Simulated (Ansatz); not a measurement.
Geometry optimisation, Ansatz, UHF/def2-SVP.

input.yaml

```yaml
crystal:
  periodic: [false, false, false]
  atoms:
    - { symbol: Si, position_ang: [-0.3195, 1.0742, -0.0865] }
    - { symbol: O, position_ang: [0.0181, -0.9164, -0.5358] }
    - { symbol: C, position_ang: [-0.3932, -1.7505, -1.5846] }
    - { symbol: H, position_ang: [-1.6321, 0.9295, -0.7317] }
    - { symbol: H, position_ang: [-0.4513, 2.3614, 0.6303] }
    - { symbol: "N", position_ang: [1.0965, 1.446, -0.9765] }
    - { symbol: H, position_ang: [-0.0134, -0.9622, 0.7424] }
    - { symbol: Si, position_ang: [0.0614, 0.0898, 2.2878] }
    - { symbol: H, position_ang: [-0.2596, -1.2215, -2.5311] }
    - { symbol: H, position_ang: [-1.4484, -2.0237, -1.478] }
    - { symbol: H, position_ang: [0.2161, -2.6581, -1.5944] }
    - { symbol: H, position_ang: [1.4797, 0.7939, -1.6365] }
    - { symbol: H, position_ang: [1.3377, 2.3942, -1.2001] }
    - { symbol: H, position_ang: [0.2852, -1.1463, 3.0655] }
    - { symbol: H, position_ang: [1.1688, 0.9435, 2.719] }
    - { symbol: H, position_ang: [-1.1458, 0.6463, 2.9101] }
magnetization:
  spin_polarized: true
basis:
  gaussian: { orbitals: def2-SVP }
hamiltonian:
  xc: hf
relax:
  f_tol: 0.15
  max_steps: 25
  restrain:
    - { distance: [0, 7], at: 3.52, k: 30.0 }
    - { distance: [6, 1], at: 2.27, k: 30.0 }
    - { distance: [0, 1], at: 1.77, k: 30.0 }
    - { distance: [6, 7], at: 1.42, k: 30.0 }
```

Launched with:

```bash
$ ansatz run input.yaml --threads 4 --pin off --max-ram 5120MiB --backend cpu --events-out ev --progress --plain --runs-dir out
```

Where does it end, and by what steps?

The run converged. The restraints hold the end off the free minimum. After 18 steps the energy has fallen by 4.034 eV (the restraints' own energy left out); H4 moved furthest, 1.65 Å. Parted: Si1–Si8. Joined: H7–Si8.

```
step  energy less start (eV)  largest force component (eV/Å)  accepted
   0                  0.0000                           3.722       yes
   1                  0.1910                           2.307       yes
   2                 -0.1921                           3.272       yes
   3                 -0.9892                           2.955       yes
   4                 -2.2195                           1.693       yes
   5                 -3.0633                           1.520       yes
   6                 -3.5089                           1.492       yes
   7                 -3.7551                           1.669       yes
   8                 -3.8709                           1.746       yes
   9                 -3.8639                           2.036       yes
  10                 -3.8975                           1.841       yes
  11                 -3.9291                           1.768       yes
  12                 -3.9491                           1.719       yes
  13                 -3.9564                           1.711       yes
  14                 -3.9871                           1.602       yes
  15                 -4.0070                           1.788       yes
  16                 -4.0188                           1.586       yes
  17                 -4.0299                           1.625       yes
  18                 -4.0337                           1.632       yes
```

```xyz
16
Properties=species:S:1:pos:R:3
Si -0.235 0.926 -0.929
O 0.146 -0.746 -0.928
C -0.657 -1.778 -1.398
H -0.935 1.186 -2.207
H -1.125 1.228 0.207
N 1.155 1.905 -0.824
H -0.124 -1.012 1.324
Si 0.165 -0.127 2.424
H -1.108 -1.542 -2.367
H -1.465 -2.014 -0.697
H -0.047 -2.673 -1.520
H 1.793 1.989 -1.590
H 1.598 2.079 0.055
H 0.780 -0.871 3.552
H 1.124 0.914 1.979
H -1.066 0.535 2.918
```

Time of the run: 71 s on 4 CPU threads of a shared host.
